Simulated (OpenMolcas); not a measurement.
# Ir6+: moving or changing the point charges

Ir6+ among 4 point charges of -2 e arranged as a square (D4h), 2.06 Å from the ion.

```yaml
Program: OpenMolcas
Method: CASSCF
Basis: ANO-RCC-VTZP [8s7p5d3f1g]
Scalar_Hamiltonian: DKH2, point nucleus
Active_space: 3 electrons in 5 orbitals (5d)
State_averaging: 2S+1 = 4 even, 10 roots; 2S+1 = 2 even, 40 roots
Spin-orbit_coupling: state interaction with AMFI integrals over the reference wave functions
```

Runs around this geometry, states (labels of D4, the rotations of D4h). Energies in cm-1 above the lowest state or level, χT in cm3 K/mol.

```csv
R (Å),q (e),Ground state,First state of that spin,First gap with spin-orbit (degeneracies),χT at 300 K,First state of another spin
2.06,-1.3,4E,4A2 632.2,"3146 (2, 2)",0.084,2E 15949
1.95,-2,4A2,4E 4240,"3927 (2, 2)",0.135,2A2 15471
2.06,-2,4A2,4E 2541,"3934 (2, 2)",0.105,2A2 15384
2.26,-2,4A2,4E 388.6,"3517 (2, 2)",0.087,2A2 15425
```

Taking the first state of the same spin as R^-n, n = -ln(388.6 / 4240) / ln(2.26 / 1.95) = 16.2 between the shortest and longest distance.

The ground state changes within this set.

Without dynamic correlation the repulsion within the d shell is too large (B by tens of per cent), so at a given field states of lower spin stand too high. Spin-orbit coupling mixes the spin-free states strongly: the lowest level takes only 48 % from its leading state, 4E (figures for R = 2.06, q = -1.3; the like holds for R = 1.95, q = -2, R = 2.06, q = -2, R = 2.26, q = -2). The ground term spreads over less than 5000 cm-1, several times less than with real ligands, so orbital moments are less quenched and χT lies further from the spin-only value than at real sites (holds for R = 2.06, q = -1.3). This is an electrostatic model: the charges have no orbitals. No measured value stands beside these numbers.
